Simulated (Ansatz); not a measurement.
`C[S][InH2]` → C• + 5 H• + In• + S•  (atomization)

Computed with Ansatz on PBE0-D4/def2-TZVP structures; ΔE is electronic, products minus reactants. CBS: MP2 limit from def2 TZ/QZ plus the TZ coupled-cluster correction, frozen cores. This one scheme is used for every species, atoms too. DFT in def2-TZVPP. Open shells (•) are unrestricted, without spin–orbit coupling. Spin–orbit coupling would lower the free atoms: a little for C, S; strongly for In. def2 core potentials past Kr. Bonds to In are less sure, by a few kJ/mol each and by 10 to 20 or more in all where they break to atoms, as the def2 sets lack core-valence functions.

| level | ΔE (kcal/mol) |
| --- | --- |
| BLYP-D4 | 550.0 |
| BHLYP | 539.8 |
| HF/def2-SVP | 405.2 |
| MP2/def2-QZVPP | 552.5 |

(1) What does CCSD(T)/CBS give? (Estimate.)

Largest T1 diagnostic among the species: 0.015.

Answers

(1) The calculation gave: +560.6 kcal/mol. The listed levels differ from it by -10.6, -20.8, -155.4, -8.1 kcal/mol.

From BLYP to BHLYP (50 % exact exchange), in def2-TZVPP and without D4, ΔE moves by −2.3 kcal/mol: exact exchange takes away binding that semilocal exchange gives to molecules. At CCSD(T), def2-SVP lies −36.7 kcal/mol from the extrapolated value and def2-TZVPP −14.2 kcal/mol: correlation converges slowly with the basis, and small sets miss more of it in the bonded molecule than in its fragments. Leaving LDA and LC-ωPBE aside and taking each functional with its dispersion term where it has one, the values, not all of them listed here, spread over 20.9 kcal/mol, from BHLYP-D4 to B97M-V. LDA lies +76.6 kcal/mol from PBE without D4, its usual overbinding.

For atomizations the MP2-based limit and the directly extrapolated one differ by several kJ/mol either way, and by 10 to 25 for some Ge, Se and Sn compounds, so smaller differences from it don't rank the levels.
